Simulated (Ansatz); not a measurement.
Consider the redistribution: `C[O][Ge][OH]` + `OB(Br)O[SiH3]` → `[OH][Ge][O][SiH3]` + `COB(O)Br`.

Calculated with Ansatz (gas phase, PBE0-D4/def2-TZVP geometries, no zero-point term in ΔE). CCSD(T)/CBS is the MP2 limit (def2-TZVPP, def2-QZVPP) plus CCSD(T) − MP2 in def2-TZVPP, frozen cores. For Br, Ge outer-core shells are correlated without core-valence functions, which leaves a few kJ/mol of doubt a bond. Scalar relativity is left out up to krypton. One conformer a species, not always the lowest.

```csv
species,MP2/def2-QZVPP energy (Eh)
`C[O][Ge][OH]`,-2266.66788
`OB(Br)O[SiH3]`,-3039.78187
`[OH][Ge][O][SiH3]`,-2517.74300
`COB(O)Br`,-2788.71151
```

Question: Work out ΔE.

Answer: ΔE = (-2517.74300) + (-2788.71151) − (-2266.66788) − (-3039.78187) = -0.00476 Eh = -3.0 kcal/mol. CCSD(T)/CBS gives -2.8 kcal/mol.

Largest T1 diagnostic among the species: 0.015.

In def2-TZVPP, CCSD(T) changes the Hartree–Fock value by +0.9 kcal/mol (the triples alone add +0.2 kcal/mol) and MP2 by +0.9 kcal/mol.
